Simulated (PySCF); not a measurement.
Si(H)(Me)2(NH2) (C2H9NSi), SMILES [SiH](N)(C)C. The structure is a stationary point at B3LYP-D3(BJ)/def2-SVP. The values are those of a single conformer.

Method: B3LYP-D3(BJ)/def2-SVP in PySCF.

Harmonic wavenumbers (cm⁻¹): 147, 150, 170, 208, 248, 269, 401, 607, 631, 683, 689, 759, 800, 855, 884, 912, 939, 1266, 1272, 1430, 1431, 1438, 1443, 1548, 2199, 3017, 3025, 3104, 3109, 3110, 3127, 3555, 3644. Rotational constants (GHz): 5.643, 5.324, 3.225; symmetry number 1.

Work out the zero-point energy and the ideal-gas rigid-rotor harmonic-oscillator thermochemistry at 298.15 K and 1 atm.

ZPE = ½ Σ hcν = ½ × 47072 cm⁻¹ = 67.29 kcal/mol. H − E(el) = 72.60 kcal/mol. Entropy in cal/(mol K): translation 38.87, rotation 25.61, vibration 16.81, total 81.29. G − E(el) = 48.37 kcal/mol. Cp = 28.29 cal/(mol K). Modes under 150 cm⁻¹ make the vibrational entropy uncertain.
